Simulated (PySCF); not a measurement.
PySCF input (TPSSh/def2-TZVPD):

```python
from pyscf import gto, scf, dft

mol = gto.M(
    atom='''
    Ga   -0.00000000   -0.00000000   -0.40082716
    F     0.00000000    0.00000000    1.38062690
    ''',
    basis='def2-tzvpd',
    charge=0,
    spin=2,
    symmetry='C2v',
    verbose=4,
)

mf = dft.UKS(mol, xc='tpssh').density_fit(auxbasis='def2-universal-jkfit')
mf.grids.level = 3
mf.conv_tol = 1e-9
mf.max_cycle = 100
mf.max_memory = 1500
mf.kernel()
if not mf.converged:
    mf = mf.newton()
    mf.kernel(mf.make_rdm1())
mf.analyze()
```

End of the output:

```
Extra cycle  E= -2024.62947494117  delta_E= 1.36e-12  |g|= 4.51e-06  |ddm|= 4.79e-06
converged SCF energy = -2024.62947494117  <S^2> = 2.0025992  2S+1 = 3.0017323
**** SCF Summaries ****
Total Energy =                       -2024.629474941169747
Nuclear Repulsion Energy =              82.876367772672182
One-electron Energy =                -2987.490098687184854
Two-electron Energy =                  879.984255973342670
Two-electron Coulomb Energy =          965.462454548006917
DFT Exchange-Correlation Energy =      -85.478198574664191
HOMO-LUMO gap [eV] =                    -2.499676541528620
Wave-function symmetry = B1
alpha occupancy for each irrep:     A1   A2   B1   B2
                                    11    1    5    4
beta  occupancy for each irrep:     A1   A2   B1   B2
                                    10    1    4    4
**** MO energy ****
alpha MO #1 (A1 #1), energy= -372.340576224462 occ= 1
alpha MO #2 (A1 #2), energy= -45.7730275539876 occ= 1
alpha MO #3 (B2 #1), energy= -40.4984922911862 occ= 1
alpha MO #4 (B1 #1), energy= -40.4956442772592 occ= 1
alpha MO #5 (A1 #3), energy= -40.4955220626994 occ= 1
alpha MO #6 (A1 #4), energy= -24.5861958631669 occ= 1
alpha MO #7 (A1 #5), energy= -5.48140527257428 occ= 1
alpha MO #8 (B2 #2), energy= -3.76558547267768 occ= 1
alpha MO #9 (A1 #6), energy= -3.7573081785637 occ= 1
alpha MO #10 (B1 #2), energy= -3.7555619143167 occ= 1
alpha MO #11 (A1 #7), energy= -1.13089122107675 occ= 1
alpha MO #12 (A1 #8), energy= -0.829355289822084 occ= 1
alpha MO #13 (B2 #3), energy= -0.829065218238263 occ= 1
alpha MO #14 (A2 #1), energy= -0.826528379752849 occ= 1
alpha MO #15 (B1 #3), energy= -0.821052910435403 occ= 1
alpha MO #16 (A1 #9), energy= -0.819158226437784 occ= 1
alpha MO #17 (A1 #10), energy= -0.467116906022028 occ= 1
alpha MO #18 (B1 #4), energy= -0.384605698929837 occ= 1
alpha MO #19 (B2 #4), energy= -0.383253620276232 occ= 1
alpha MO #20 (A1 #11), energy= -0.330635506068298 occ= 1
alpha MO #21 (B1 #5), energy= -0.138336515587859 occ= 1
alpha MO #22 (B2 #5), energy= -0.0997403035860849 occ= 0
alpha MO #23 (A1 #12), energy= -0.0193178278185527 occ= 0
alpha MO #24 (A1 #13), energy= 0.0092040728774622 occ= 0
alpha MO #25 (A2 #2), energy= 0.0598011062771864 occ= 0
alpha MO #26 (A1 #14), energy= 0.0624767857172882 occ= 0
alpha MO #27 (B1 #6), energy= 0.0713936074587824 occ= 0
alpha MO #28 (B2 #6), energy= 0.0750387178859295 occ= 0
alpha MO #29 (A1 #15), energy= 0.0782821426598999 occ= 0
alpha MO #30 (A1 #16), energy= 0.11638620127704 occ= 0
alpha MO #31 (B2 #7), energy= 0.134688553302167 occ= 0
alpha MO #32 (B1 #7), energy= 0.135507630289412 occ= 0
alpha MO #33 (A1 #17), energy= 0.23792750249919 occ= 0
alpha MO #34 (A2 #3), energy= 0.245722655849268 occ= 0
alpha MO #35 (B1 #8), energy= 0.250928098090421 occ= 0
alpha MO #36 (A1 #18), energy= 0.252698852068535 occ= 0
alpha MO #37 (B2 #8), energy= 0.254658758848464 occ= 0
alpha MO #38 (B1 #9), energy= 0.276932292856465 occ= 0
alpha MO #39 (A1 #19), energy= 0.280866448953654 occ= 0
alpha MO #40 (B2 #9), energy= 0.284860446524965 occ= 0
alpha MO #41 (A1 #20), energy= 0.326104894618697 occ= 0
alpha MO #42 (A1 #21), energy= 0.441609839592566 occ= 0
alpha MO #43 (A2 #4), energy= 0.506424991971764 occ= 0
alpha MO #44 (A1 #22), energy= 0.507280264072413 occ= 0
alpha MO #45 (B2 #10), energy= 0.637115210952558 occ= 0
alpha MO #46 (B1 #10), energy= 0.638120809944864 occ= 0
alpha MO #47 (A1 #23), energy= 0.657349614640069 occ= 0
alpha MO #48 (B2 #11), energy= 0.779030609028211 occ= 0
alpha MO #49 (B1 #11), energy= 0.781490311207057 occ= 0
alpha MO #50 (A2 #5), energy= 0.849130721270754 occ= 0
alpha MO #51 (A1 #24), energy= 0.85207466205441 occ= 0
alpha MO #52 (B1 #12), energy= 0.871540133186317 occ= 0
alpha MO #53 (B2 #12), energy= 0.873341317927227 occ= 0
alpha MO #54 (B2 #13), energy= 0.881989343980709 occ= 0
alpha MO #55 (B1 #13), energy= 0.883806776739752 occ= 0
alpha MO #56 (A1 #25), energy= 0.89171360722698 occ= 0
alpha MO #57 (A2 #6), energy= 0.974546139115015 occ= 0
alpha MO #58 (A1 #26), energy= 0.978928108503158 occ= 0
alpha MO #59 (A1 #27), energy= 1.02970112934548 occ= 0
alpha MO #60 (A1 #28), energy= 1.14176246137579 occ= 0
alpha MO #61 (B2 #14), energy= 1.17909797635727 occ= 0
alpha MO #62 (B1 #14), energy= 1.18477791714585 occ= 0
alpha MO #63 (A1 #29), energy= 1.30339357512433 occ= 0
alpha MO #64 (A1 #30), energy= 2.17258244896901 occ= 0
alpha MO #65 (A2 #7), energy= 2.22296425943465 occ= 0
alpha MO #66 (A1 #31), energy= 2.22382897919231 occ= 0
alpha MO #67 (B2 #15), energy= 2.29636033502761 occ= 0
alpha MO #68 (A2 #8), energy= 2.30374051723213 occ= 0
alpha MO #69 (A1 #32), energy= 2.3074513692208 occ= 0
alpha MO #70 (B1 #15), energy= 2.30763910308446 occ= 0
alpha MO #71 (B2 #16), energy= 2.37196258899284 occ= 0
alpha MO #72 (B1 #16), energy= 2.37560083728418 occ= 0
alpha MO #73 (A1 #33), energy= 2.67634514373641 occ= 0
alpha MO #74 (B2 #17), energy= 3.18496744334863 occ= 0
alpha MO #75 (B1 #17), energy= 3.19474030635031 occ= 0
alpha MO #76 (B2 #18), energy= 3.3461670236833 occ= 0
alpha MO #77 (B1 #18), energy= 3.34843210091526 occ= 0
alpha MO #78 (A1 #34), energy= 3.49667955599796 occ= 0
alpha MO #79 (A1 #35), energy= 3.6819240647812 occ= 0
alpha MO #80 (A1 #36), energy= 4.12073517308551 occ= 0
alpha MO #81 (A1 #37), energy= 5.04617660445314 occ= 0
alpha MO #82 (A2 #9), energy= 6.92846479024657 occ= 0
alpha MO #83 (A1 #38), energy= 6.92851644841359 occ= 0
alpha MO #84 (B2 #19), energy= 6.93177106632371 occ= 0
alpha MO #85 (B1 #19), energy= 6.93177152934322 occ= 0
alpha MO #86 (B2 #20), energy= 7.00249334514122 occ= 0
alpha MO #87 (B1 #20), energy= 7.00502891620765 occ= 0
alpha MO #88 (A1 #39), energy= 7.0721802088552 occ= 0
alpha MO #89 (A2 #10), energy= 8.45304736300769 occ= 0
alpha MO #90 (A1 #40), energy= 8.45310306562632 occ= 0
alpha MO #91 (B2 #21), energy= 8.52832621534586 occ= 0
alpha MO #92 (B1 #21), energy= 8.52926003633415 occ= 0
alpha MO #93 (A1 #41), energy= 8.84270548692086 occ= 0
alpha MO #94 (A1 #42), energy= 57.0818213534823 occ= 0
beta  MO #1 (A1 #1), energy= -372.338210341145 occ= 1
beta  MO #2 (A1 #2), energy= -45.7725527068374 occ= 1
beta  MO #3 (B2 #1), energy= -40.4983727610301 occ= 1
beta  MO #4 (A1 #3), energy= -40.4942399513792 occ= 1
beta  MO #5 (B1 #1), energy= -40.493958556659 occ= 1
beta  MO #6 (A1 #4), energy= -24.5786285657606 occ= 1
beta  MO #7 (A1 #5), energy= -5.47814539642443 occ= 1
beta  MO #8 (B2 #2), energy= -3.76307781414801 occ= 1
[...]
```

This is an excited triplet: at this geometry the singlet lies 3.72 eV lower at CCSD(T)/CBS(aug-cc-pVTZ,aug-cc-pVQZ).
